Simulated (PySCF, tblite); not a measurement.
Isomers of C6H9ClO, one GFN2-xTB conformer each. Single-point energies are computed at PBE0/pcSseg-1 (PySCF, gas phase, no added dispersion term), electronic only.

**Question.** Rank them by PBE0/pcSseg-1 energy, lowest first (kJ/mol).
A. `[CH2:1]=[C:2]([Cl:3])[C:4](=[CH2:5])[O:6][CH2:7][CH3:8]` with C1–C2–C4–C5 179°, C2–C4–O6–C7 180°, C4–O6–C7–C8 179°
B. `[CH2:1]=[C:2]1[CH2:3][C@@H:4]([Cl:5])[C@H:6]1[O:7][CH3:8]` with C4–C6–O7–C8 -82°
C. `[CH3:1]/[CH:2]=[C:3](\[CH2:4][CH3:5])[C:6](=[O:7])[Cl:8]` with C2–C3–C4–C5 89°, C2–C3–C6–O7 175°

**Answer.** C (0.0), A (126.0), B (171.8).

As drawn, the lowest has a C=O bond, which the highest lacks; the highest has a four-membered ring, which the lowest lacks. GFN2-xTB itself gives, in the same order: 0.0, 87.5, 93.2. Both levels put the same isomer lowest; measured from each level's own lowest isomer, the values differ by up to 78.6 kJ/mol (C=C1C[C@@H](Cl)[C@H]1OC: 93.2 against 171.8).

**Question.** Which frontier levels, dipoles and rotational constants go with these structures?

**Answer.** 
```csv
SMILES,"HOMO (eV, PBE0/pcSseg-1)",LUMO (eV),dipole (D),"A, B, C (MHz)"
C/C=C(\CC)C(=O)Cl,-7.95,-1.89,4.25,"2175, 1268, 873.3"
C=C(Cl)C(=C)OCC,-6.77,-0.90,2.41,"4168, 859.1, 718.8"
C=C1C[C@@H](Cl)[C@H]1OC,-7.38,-0.34,2.29,"2089, 1619, 1034"
```

**Question.** What happens when harmonic zero-point energies from GFN2-xTB frequencies are added?

**Answer.** 
```json
{"SMILES": "C/C=C(\\CC)C(=O)Cl", "ZPE (kJ/mol)": "354.1", "electronic (kJ/mol)": "0.0", "with ZPE (kJ/mol)": "0.0"}
{"SMILES": "C=C(Cl)C(=C)OCC", "ZPE (kJ/mol)": "350.3", "electronic (kJ/mol)": "126.0", "with ZPE (kJ/mol)": "122.2"}
{"SMILES": "C=C1C[C@@H](Cl)[C@H]1OC", "ZPE (kJ/mol)": "353.4", "electronic (kJ/mol)": "171.8", "with ZPE (kJ/mol)": "171.1"}
```

The zero-point energies span 3.8 kJ/mol. The order is unchanged.
